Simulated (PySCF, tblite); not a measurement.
Isotope clusters of molecular radical cations, worked from isotope masses and abundances (centroid m/z, relative intensity):

1. 71.0730 (100.0), 72.0759 (4.8)
2. 122.0838 (100.0), 123.0867 (8.4), 124.0894 (0.3)
3. 130.0542 (100.0), 131.0576 (6.7), 132.0597 (0.4)
4. 179.9569 (100.0), 180.9603 (8.7), 181.9549 (97.6), 182.9582 (8.5), 183.9616 (0.3)

Lines and terms under 0.3 % are left out. Candidates, as SMILES:
A. `CN(C)/C=C/C=C/C#N`
B. `CC1=CCC[P@]1(C)=O`
C. `CN(C=C)C`
D. `C#Cc1ccc(Br)cc1`

Task: Match clusters and compounds, and give each formula.

Result: 
1 = C, C4H9N, monoisotopic mass of the neutral 71.0735 u; relative to that species, one 13C gives 4.3 % at +1 and one 15N gives 0.4 % at +1.
2 = A, C7H10N2, monoisotopic mass of the neutral 122.0844 u; relative to that species, one 13C gives 7.6 % at +1 and one 15N gives 0.7 % at +1.
3 = B, C6H11OP, monoisotopic mass of the neutral 130.0548 u; relative to that species, one 13C gives 6.5 % at +1.
4 = D, C8H5Br, monoisotopic mass of the neutral 179.9575 u; relative to that species, one 13C gives 8.7 % at +1 and one 81Br gives 97.3 % at +2.

Task: What is the mean mass of the whole cluster 2, and how does it compare with the molar mass?

Result: 122.167 u over all lines, faint ones too (the ion lacks one electron, 0.0005 u); standard atomic weights give 122.171 g/mol for C7H10N2.

Task: Give the exact less the nominal mass of each, in mDa.

Result: C7H10N2 +84.4, C6H11OP +54.8, C4H9N +73.5, C8H5Br -42.5 (neutral, monoisotopic).

Abundances used (%; other tables differ somewhat): 12C 98.93, 13C 1.07; 14N 99.632, 15N 0.368; 1H 99.9885, 2H 0.0115; 16O 99.757, 17O 0.038, 18O 0.205; 79Br 50.69, 81Br 49.31.

A cluster can't tell isomers apart.

Masses and patterns are calculated from tabulated isotope masses and abundances.
